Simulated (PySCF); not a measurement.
**Si (silicon, neutral) across methods**

[Ne] 3s2 3p1 4s1, high-spin 3P determinant (an excited configuration). All numbers are calculated (PySCF 2.14, no relativity, point nucleus, in dyall-av3z).

```json
{"method": "PBE", "E (hartree)": "-289.0541", "mean ε 3s β (eV)": "-13.674", "mean ε 3p α (eV)": "-7.659", "mean ε 4s α (eV)": "-1.894", "Σ⟨r²⟩ (bohr²)": "63.45", "⟨S²⟩": "2.004"}
{"method": "M06", "E (hartree)": "-289.1897", "mean ε 3s β (eV)": "-14.769", "mean ε 3p α (eV)": "-8.385", "mean ε 4s α (eV)": "-2.100", "Σ⟨r²⟩ (bohr²)": "63.73", "⟨S²⟩": "2.002"}
{"method": "M06-2X", "E (hartree)": "-289.1849", "mean ε 3s β (eV)": "-15.959", "mean ε 3p α (eV)": "-9.363", "mean ε 4s α (eV)": "-2.638", "Σ⟨r²⟩ (bohr²)": "62.19", "⟨S²⟩": "2.004"}
{"method": "r2SCAN", "E (hartree)": "-289.1618", "mean ε 3s β (eV)": "-13.880", "mean ε 3p α (eV)": "-8.051", "mean ε 4s α (eV)": "-1.861", "Σ⟨r²⟩ (bohr²)": "63.90", "⟨S²⟩": "2.010"}
{"method": "PBE0", "E (hartree)": "-289.0763", "mean ε 3s β (eV)": "-14.787", "mean ε 3p α (eV)": "-8.790", "mean ε 4s α (eV)": "-2.232", "Σ⟨r²⟩ (bohr²)": "63.88", "⟨S²⟩": "2.006"}
{"method": "UHF", "E (hartree)": "-288.68480", "mean ε 3s β (eV)": "-17.001", "mean ε 3p α (eV)": "-11.635", "mean ε 4s α (eV)": "-2.922", "Σ⟨r²⟩ (bohr²)": "65.28", "⟨S²⟩": "2.016"}
{"method": "PW91", "E (hartree)": "-289.1844", "mean ε 3s β (eV)": "-13.718", "mean ε 3p α (eV)": "-7.695", "mean ε 4s α (eV)": "-1.907", "Σ⟨r²⟩ (bohr²)": "63.24", "⟨S²⟩": "2.004"}
{"method": "MN15", "E (hartree)": "-289.1808", "mean ε 3s β (eV)": "-15.177", "mean ε 3p α (eV)": "-8.914", "mean ε 4s α (eV)": "-2.304", "Σ⟨r²⟩ (bohr²)": "61.86", "⟨S²⟩": "2.003"}
{"method": "LDA", "E (hartree)": "-288.0426", "mean ε 3s β (eV)": "-13.794", "mean ε 3p α (eV)": "-7.530", "mean ε 4s α (eV)": "-1.900", "Σ⟨r²⟩ (bohr²)": "62.52", "⟨S²⟩": "2.001"}
```

The outer electron is Rydberg-like, and this basis confines it to a smaller radius and binds it less than a complete one would.
